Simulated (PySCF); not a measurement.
Gas-phase equilibrium of 1 mol AsH3, 33 mol H2 at 1600 K and 0.00100 bar, among 7 species (As, AsH3, As2, H, H2, As4, AsH2). Only gases are allowed; each row takes one source of thermochemistry for all species, and Cantera finds the minimum.

Method: PySCF energies plus ideal-gas RRHO corrections (1 bar). † marks an energy on the PBE0/def2-TZVP geometry and frequencies; other levels use their own. MP2 and CCSD(T) freeze the core. Open shells (unrestricted) among the columns below: As (multiplicity 4), H (multiplicity 2), AsH2 (multiplicity 2); the rest are closed-shell singlets. As: all electrons, no relativistic terms. AsH2: computed as isolated molecules; such fragments, hydroxides, amides, oligomers or adducts are transient or little studied in the gas. MP2 isn't extrapolated to the basis-set limit. CCSD(T) isn't extrapolated to the basis-set limit. The harmonic model lacks anharmonicity and excited electronic states, which grow with temperature; levels with a mode under 35 cm⁻¹ are left out.

Molecules larger than those listed are left out.

With CCSD(T)/def2-TZVPP† thermochemistry: H2 0.98, H 0.0021, As 0.0053, As2 0.012, AsH2 1.1e-6, As4 7.7e-8.

Question: How far does the composition move with the other sources (HF/def2-TZVP†, MP2/def2-SVP†, MP2/def2-TZVPP†, PBE/def2-SVP, ωB97M-V/def2-TZVP†)?

Answer: 
| thermochemistry | x H2 | x H | x As | x As2 | x AsH2 | x As4 |
|---|---|---|---|---|---|---|
| CCSD(T)/def2-TZVPP† | 0.98 | 0.0021 | 0.0053 | 0.012 | 1.1e-6 | 7.7e-8 |
| HF/def2-TZVP† | 0.87 | 0.10 | 0.027 | 4.3e-11 | 1.2e-8 | <1e-12 |
| MP2/def2-SVP† | 0.97 | 0.010 | 0.016 | 0.0062 | 4.5e-7 | 9.4e-10 |
| MP2/def2-TZVPP† | 0.98 | 0.0046 | 0.0035 | 0.012 | 3.0e-7 | 1.9e-6 |
| PBE/def2-SVP | 0.98 | 0.0050 | 0.00062 | 0.014 | 2.4e-6 | 9.7e-7 |
| ωB97M-V/def2-TZVP† | 0.98 | 0.0022 | 0.0041 | 0.012 | 3.6e-6 | 1.0e-6 |
The most sensitive of these is As2: it spans a factor of 10^8.5 over these rows; at this temperature one factor of ten is RT ln 10 = 31 kJ/mol.
